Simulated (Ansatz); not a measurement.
**A ladder of methods for SbH3 (SMILES [H][Sb]([H])[H])**

SbH3: 4 atoms, total charge 0, spin state singlet. SMILES: `[H][Sb]([H])[H]`. Geometry: a GFN2-xTB relaxation, a rough one for these elements and not checked as a minimum.

Quantity: the electronic atomisation energy, in eV. The values are calculated. Electronic energies at fixed atoms, without zero-point motion or spin-orbit coupling.

| level | kind | program | value (eV) | less FCI/STO-3G | CPU time (all runs) |
| --- | --- | --- | --- | --- | --- |
| revPBE/STO-3G | GGA | Ansatz | 11.85 | +1.63 | 2.2 s |
| r2SCAN/STO-3G | meta-GGA | Ansatz | 11.95 | +1.73 | 7 s |
| PBE0/STO-3G | global hybrid | Ansatz | 11.76 | +1.54 | 2.3 s |
| r2SCAN0/STO-3G | hybrid meta-GGA | Ansatz | 11.69 | +1.47 | 6.5 s |
| wB97M-V/STO-3G | range-separated hybrid | Ansatz | 12.78 | +2.56 | 24 s |
| RPA@PBE/STO-3G | RPA | Ansatz | 10.58 | +0.36 | 2.8 s |
| MP2/STO-3G | perturbation theory | Ansatz | 9.66 | -0.56 | 0.39 s |
| CCSD/STO-3G | coupled cluster or CI | Ansatz | 10.21 | -0.01 | 0.48 s |
| FCI/STO-3G | exact in the basis | Ansatz | 10.22 | 0.00 | 0.58 s |

FCI/STO-3G is exact within its basis and frozen core, so for wave-function methods in that basis the difference is their error; functionals converge differently with the basis, so for them it is only a difference. All-electron rows without a relativistic Hamiltonian named are non-relativistic. The values span 9.66 to 12.78 eV. All rows use very small basis sets, so none should be taken for the real molecule's value. In the correlated wave-function rows the outer d shell of Sb is correlated, in sets not made for it. In so small a basis fixed costs decide the times, and correlated methods can beat functionals. CPU times are rough (shared hosts, several kinds of processor and program).
